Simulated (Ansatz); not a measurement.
Al₈N₈, a nanocrystal cut from wurtzite AlN (bare). Charge 0, multiplicity 3. Geometry PBE-D4/def2-SVP, that of the neutral singlet; atoms count from 1.

Cartesian coordinates in Å:
```
Al -3.089 -1.118 0.421
N -1.834 -0.115 1.209
Al -0.444 0.881 1.886
N 0.895 1.892 2.628
Al -0.796 -3.021 -1.084
N -2.207 -1.673 -1.236
N 0.550 -2.097 -0.352
Al -0.707 -0.534 -0.393
Al 1.827 -1.005 0.393
N 0.610 0.466 0.348
N 3.161 0.016 1.130
Al 2.053 1.560 1.157
Al -1.986 -0.312 -2.626
N -0.685 0.719 -1.959
Al 0.654 1.671 -1.134
N 2.000 2.670 -0.386
```

Single mean-field runs in def2-TZVP are fitted with def2-universal-jkfit. The charge 0 triplet is spin-contaminated (final ⟨S²⟩ up to 3.86, 2.00 for a pure state).

Estimate the Mulliken populations from the PBE0/def2-TZVP orbitals of Ansatz.


```
atom  charge (e)  spin (α − β)
 Al1        0.23         -0.78
  N2       -0.28         -0.04
 Al3        0.35         -0.03
  N4       -0.37          0.94
 Al5        0.24          0.75
  N6       -0.41         -0.07
  N7       -0.29          0.09
 Al8        0.24          0.01
 Al9        0.36          0.05
 N10       -0.08          0.18
 N11       -0.35          0.86
Al12        0.44         -0.01
Al13        0.23         -0.78
 N14       -0.29         -0.07
Al15        0.34         -0.04
 N16       -0.37          0.95
```
Mulliken values and Mayer orders depend strongly on the basis.

Where does the spin sit?

Summed by element: Al -0.85, N 2.85, of 2 unpaired in all. Largest on single atoms: N16 0.95, N4 0.94, N11 0.86.

And the Mayer bond orders between bonded heavy atoms (over 0.3)?

Al1–N2 1.24 (1.79 Å); Al1–N6 0.88 (1.96 Å); N2–Al3 1.17 (1.84 Å); N2–Al8 0.80 (2.00 Å); Al3–N4 1.31 (1.83 Å); Al3–N10 0.73 (1.91 Å); N4–Al12 0.96 (1.90 Å); Al5–N6 0.88 (1.96 Å); Al5–N7 1.23 (1.79 Å); N6–Al8 0.51 (2.06 Å); N6–Al13 0.87 (1.96 Å); N7–Al8 0.79 (2.01 Å); N7–Al9 1.18 (1.84 Å); Al8–N10 0.64 (1.81 Å); Al8–N14 0.80 (2.01 Å); Al9–N10 0.69 (1.91 Å); Al9–N11 1.27 (1.83 Å); N10–Al12 0.50 (1.98 Å); N10–Al15 0.73 (1.91 Å); N11–Al12 0.96 (1.90 Å); Al12–N16 0.97 (1.90 Å); Al13–N14 1.25 (1.79 Å); N14–Al15 1.16 (1.84 Å); Al15–N16 1.31 (1.83 Å).
